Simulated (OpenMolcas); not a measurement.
**Lines of Xe III: computed and rescaled rates**

| Quantity | Value |
| --- | --- |
| Program | OpenMolcas 26.06 |
| Method | MS-RASPT2, IPEA 0.25 Eh, imaginary shift 0.1 Eh (closed shells correlated: 4d 5s) |
| Basis | ANO-RCC-VQZP [8s7p5d3f2g] |
| Scalar Hamiltonian | DKH2, point nucleus |
| Active space | 4 electrons in 9 orbitals (RAS2 5p; RAS3 5d 6s, at most 1 electron) |
| State averaging | 2S+1 = 3 even, 3 roots; 2S+1 = 1 even, 6 roots; 2S+1 = 5 odd, 6 roots; 2S+1 = 3 odd, 54 roots; 2S+1 = 1 odd, 48 roots |
| Spin-orbit coupling | state interaction with AMFI integrals over the reference wave functions, term energies averaged over their components |

Rates come from the transition moments of the reference wave functions (E1 and E2 in the length form). At fixed line strength A goes as λ^-3 for E1 and M1 and as λ^-5 for E2, so a rate at the computed wavelength can be rescaled to the measured one. Measured vacuum wavelengths follow from level energies in Saloman, J. Phys. Chem. Ref. Data 33, 765 (2004). Branching counts decays inside the model space alone, at computed energies, and the table is only a selection of the E1 lines, drawn from those between levels with measured partners whose computed energy lies within a factor of 1.5 of the measured one.

```
                     Upper        Lower  Type  λ computed (nm)  λ measured (nm)  A computed (s-1)  A rescaled (s-1)  Branching %
          5s2 5p3 5d 5D* 0  5s2 5p4 3P1    E1            99.86            97.18          5.26e+07                          100.0
          5s2 5p3 5d 5D* 1  5s2 5p4 3P1    E1            99.64            97.41          2.30e+07                           26.0
          5s2 5p3 5d 5D* 1  5s2 5p4 3P2    E1            91.53            88.93          5.64e+07                           63.6
          5s2 5p3 5d 5D* 2  5s2 5p4 3P2    E1            91.48             89.4          8.41e+07                           97.6
          5s2 5p3 5d 5D* 3  5s2 5p4 3P2    E1             91.3             89.6          3.19e+07                           99.5
          5s2 5p3 6s 3S* 1  5s2 5p4 3P1    E1             85.7            86.34          4.63e+08          4.53e+08         19.5
          5s2 5p3 6s 3S* 1  5s2 5p4 3P0    E1             85.4            85.12          4.60e+08          4.65e+08         19.4
          5s2 5p3 6s 5S* 2  5s2 5p4 3P2    E1            83.05            82.32          1.63e+07                           77.7
5s2 5p3 5d 3F* 2(1) [71 %]  5s2 5p4 3P2    E1            81.29             80.2          1.44e+08          1.50e+08         99.2
       5s2 5p3 5d 3F* 3(1)  5s2 5p4 3P2    E1            80.17            79.29          7.89e+07          8.16e+07         92.3
          5s2 5p3 6s 3D* 1  5s2 5p4 3P1    E1            79.91            77.91          4.69e+08          5.06e+08         39.4
          5s2 5p3 6s 3D* 1  5s2 5p4 3P0    E1            79.65            76.91          3.05e+08          3.39e+08         25.6
          5s2 5p3 6s 3S* 1  5s2 5p4 3P2    E1            79.63            79.61          1.44e+09          1.44e+09         60.8
   5s2 5p3 6s 1D* 2 [75 %]  5s2 5p4 1D2    E1            79.09             79.4          1.92e+09          1.90e+09         60.4
          5s2 5p3 5d 3G* 3  5s2 5p4 3P2    E1            77.52            77.91          2.17e+08          2.14e+08         82.2
5s2 5p3 5d 3F* 2(2) [74 %]  5s2 5p4 1D2    E1            76.68               78          1.04e+09                           50.0
          5s2 5p3 6s 3D* 1  5s2 5p4 3P2    E1            74.61            72.39          3.54e+08          3.88e+08         29.7
   5s2 5p3 6s 3D* 2 [57 %]  5s2 5p4 3P2    E1             73.8            74.26          5.31e+09          5.21e+09         95.1
          5s2 5p3 6s 3D* 3  5s2 5p4 3P2    E1            72.35            72.12          5.03e+08          5.08e+08         90.8
5s2 5p3 5d 3F* 2(2) [74 %]  5s2 5p4 3P1    E1            72.33             73.8          8.71e+08          8.20e+08         42.1
5s2 5p3 5d 1F* 3(1) [64 %]  5s2 5p4 1D2    E1            70.37            76.15          7.42e+07          5.86e+07         94.4
   5s2 5p3 5d 3S* 1 [61 %]  5s2 5p4 3P1    E1            69.96            72.46          4.29e+09          3.86e+09         26.6
   5s2 5p3 6s 1D* 2 [75 %]  5s2 5p4 3P2    E1            69.84            69.91          1.04e+09                           32.7
5s2 5p3 5d 3F* 3(2) [71 %]  5s2 5p4 3P2    E1            68.27             68.8          2.94e+09          2.87e+09         81.7
   5s2 5p3 5d 3S* 1 [61 %]  5s2 5p4 3P2    E1            65.86            67.66          7.42e+09          6.84e+09         46.0
```

Spin-changing lines and M1 lines between different terms are not rescaled, since their strength hangs on the term gaps too.

The largest correction is for 5s2 5p3 5d 1F* 3(1) [64 %] → 5s2 5p4 1D2 (E1): 7.42e+07 × (70.37 / 76.15)^3 = 5.86e+07 s-1, a factor of 0.79.

The computed order of these levels differs from the measured one in 6 places, and where term gaps are wrong the rates of spin-changing lines can be off by large factors.

No measured rate stands beside these. Rescaling mends the energy factor alone: line strengths can still be far off where a level mixes with configurations outside the active space, and weak or spin-changing lines hang on small mixing coefficients that depend on the term gaps too, so rescaling need not improve them.

CASPT2 does not keep the components of a term degenerate, so their means are used; among the terms shown or strongly mixed into the levels shown the widest spread is 610 cm-1 (5s2 5p3 5d 1F*(1)). Over all roots computed the reference weight is 0.84 to 0.92; the roots of lowest weight are the least certain, and an intruder state may touch them. Some levels mix across a computed gap that differs much from the measured one, so their mixing is not that of the real levels. ANO sets are built for valence states and can reach diffuse excited orbitals poorly, and with the s shell closed the s pⁿ⁺¹ terms that mix with these levels are absent. With the s shell closed, the reference lacks s² → p² mixing. Computed and measured levels are paired by configuration, term and J; levels that our copy of the source lacks, or whose pairing is in doubt (as where it misses far off the trend of its configuration), stay unpaired. Levels of configurations outside the active space are missing.

A share in square brackets marks a mixed level and gives the weight of the term that names it. A number in round brackets counts repeated terms of one configuration in the order of the reference energies. * marks odd parity.
